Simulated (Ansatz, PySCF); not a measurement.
System: KF (charge -1, doublet). 
Geometry from a B3LYP-D3(BJ)/def2-TZVP (Ansatz, a first-principles code) optimisation:
```xyz
2

K      0.0000     0.0000    -0.7377
F      0.0000     0.0000     1.5573
```
Charge -1, spin multiplicity 2.

Total electronic energies in hartree. Correlated levels leave the core frozen unless marked. UHF or UKS for open shells. Spin-orbit coupling is left out. Frozen are the shells of the preceding noble gas and the d and f shells that filled before the atom's block. The outer core of K, Ca and their heavier congeners is not correlated, a term that matters for these elements. No relativistic terms. FCI takes restricted orbitals. Basis-set limits of correlation are two-point, X^-3; Hartree-Fock from the larger set. The program attaches cautions to a run behind MP2/STO-3G: other roots.

| level | program | energy (Eh) |
|---|---|---|
| revPBE/def2-TZVPD | Ansatz | -699.74243 |
| BP86-D4/def2-TZVPD | PySCF + dftd4 | ___ |
| M06-L-D4/def2-TZVPD | PySCF + dftd4 | -699.83773 |
| PBE0/def2-SVP | Ansatz | -699.38146 |
| PBE0/def2-QZVPP | Ansatz | -699.62561 |
| BHLYP-D3(BJ)/def2-TZVPD | Ansatz + dftd3 | -699.84404 |
| TPSSh/def2-TZVPD | PySCF | ___ |
| r2SCANh/def2-TZVPD | Ansatz | -699.78926 |
| PW6B95-D3(BJ)/def2-TZVPD | PySCF + dftd3 | -700.40245 |
| MN15-D3(BJ)/def2-TZVPD | PySCF + dftd3 | -699.70101 |
| HSE06-D4/def2-TZVPD | Ansatz + dftd4 | -699.59622 |
| B2GP-PLYP-D3(BJ)/def2-TZVPD | Ansatz + dftd3 | -699.54199 |
| B2GP-PLYP-D4/def2-TZVPD | Ansatz + dftd4 | -699.54174 |
| RPA@PBE/def2-TZVPP | Ansatz | -699.06841 |
| MP2/STO-3G | Ansatz | -690.88519 |
| RI-MP2/def2-TZVPP | Ansatz | -698.95154 |
| SCS-MP2/def2-QZVPPD | Ansatz | -699.00031 |
| CCSD/CBS(def2-TZVPPD,def2-QZVPPD) | Ansatz | -699.0178 |
| CCSD(T)/def2-SVP | Ansatz | -698.66690 |
| CCSD(T)/def2-TZVPP | Ansatz | -698.95593 |
| CCSD(T)/def2-TZVPPD | Ansatz | -698.97143 |
| FCI/STO-3G | Ansatz | ___ |
| CCSD(T)/CBS(def2-TZVPPD,def2-QZVPPD) | Ansatz | -699.0288 |

Q: Fill in the missing entries.

A: 
- BP86-D4/def2-TZVPD, energy (Eh): -699.93172
- TPSSh/def2-TZVPD, energy (Eh): -699.88144
- FCI/STO-3G, energy (Eh): -690.90551
